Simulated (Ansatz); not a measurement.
`C=C(O)[CH2][GaH2]` at its PBE0-D4/def2-TZVP geometry, where that method's forces vanish. Charge 0, multiplicity 1.

| atom | x (Å) | y (Å) | z (Å) |
| --- | --- | --- | --- |
| C1 | 0.7410 | 0.8368 | -1.5557 |
| C2 | 0.0429 | 0.1602 | -0.6523 |
| O3 | 0.1311 | -1.2223 | -0.5243 |
| C4 | -0.8337 | 0.6354 | 0.4386 |
| Ga5 | -0.2679 | -0.7472 | 1.7814 |
| H6 | 0.6425 | 1.9106 | -1.6208 |
| H7 | 1.4220 | 0.3472 | -2.2431 |
| H8 | 0.7843 | -1.5879 | -1.1304 |
| H9 | -0.6754 | 1.6869 | 0.6672 |
| H10 | -1.8871 | 0.4689 | 0.1971 |
| H11 | 1.1917 | -0.6625 | 2.3588 |
| H12 | -1.2914 | -1.8262 | 2.2836 |

(1) For each bond, give half the difference of the two atoms' forces along it (eV/Å; positive pushes the atoms apart) under PBE-D4, r2SCAN-D4, B3LYP-D4, ωB97M-V in def2-TZVPP. (Estimate.)

## Answers

(1) Computed: 
```csv
bond,length (Å),PBE-D4,r2SCAN-D4,B3LYP-D4,ωB97M-V
C1–C2,1.327,0.30,0.13,-0.04,-0.19
C1–H6,1.080,0.00,-0.07,-0.07,-0.04
C1–H7,1.084,0.01,-0.08,-0.06,-0.04
C2–O3,1.391,0.31,0.30,0.32,0.29
C2–C4,1.478,-0.16,-0.06,0.07,0.23
O3–H8,0.963,0.36,0.01,-0.09,-0.12
C4–Ga5,2.009,0.08,0.03,0.21,0.03
C4–H9,1.088,0.10,-0.02,-0.11,-0.09
C4–H10,1.093,0.09,-0.02,-0.10,-0.11
Ga5–H11,1.572,0.01,-0.08,-0.06,-0.08
Ga5–H12,1.570,0.01,-0.08,-0.08,-0.10
```

B3LYP here is the variant with VWN-RPA as its local correlation; programs differ in this.
